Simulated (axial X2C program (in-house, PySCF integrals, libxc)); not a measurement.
Which molecule has these constants?

Computed with an in-house all-electron X2C program for linear molecules (integrals from PySCF), spin-free (one-electron X2C) or two-component (2c: spin–orbit coupling with atomic mean-field Coulomb and Gaunt terms, which also bring small scalar terms), in Dyall basis sets with cores contracted in-house; open shells are unrestricted.

A two-component PBE0 calculation in a Dyall 3-zeta basis gave Re = 2.287 Å, ωe = 432.8 cm⁻¹, De = 1.59 eV, Ω = 1/2.

Which molecule is it?
A. LiK⁻
B. LiBr⁻
C. LiGa⁻
D. LiFe⁻
E. LiNi⁻

B. The others have LiGa⁻ 2.504 Å and 315.7 cm⁻¹ (Ω = 3/2); LiFe⁻ 2.755 Å and 227.0 cm⁻¹ (Ω = 4); LiK⁻ 3.786 Å and 134.9 cm⁻¹ (Ω = 1/2); LiNi⁻ 2.445 Å and 288.6 cm⁻¹ (Ω = 3).

Each entry is the lowest single determinant of a limited PBE0 search at one distance. De goes to single-determinant-based atoms at the same level (for ions the charge split of lowest energy) and is withheld (n/a) where an atom does not fit its ground term or J level. Main or longest-lived isotopes. One determinant is a doubtful description, or other states lie close, for LiGa⁻, LiFe⁻, LiK⁻, LiNi⁻; these need not be ground states, and all values refer to the states named. Some open-shell Ω = 0 determinants are out of reach, so the Ω given for LiFe⁻ need not be the lowest component. With several unpaired electrons the Ω given is that of one determinant, not necessarily of the lowest component. The functionals have no current term, which raises determinants with orbital currents. Where the atoms have a lower orbital projection than the molecule, De at mean-field level may be about a tenth of an eV too small.
